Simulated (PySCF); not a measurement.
A structure optimised at r2SCAN-D4/def2-TZVP, used in a PySCF frequency run:

```
Al
O 1 1.6862
H 2 0.9587 1 124.12
H 1 1.5632 2 118.87 3 180.00
Br 1 2.2569 4 121.30 2 180.00
```
Charge 0, spin multiplicity 1.

Q: Write its SMILES, formula and point group.

A: [OH][AlH][Br], AlBrH₂O, Cs

Q: What are its rotational constants (standard atomic weights)?

A: 23.429, 2.3564, 2.1411 GHz
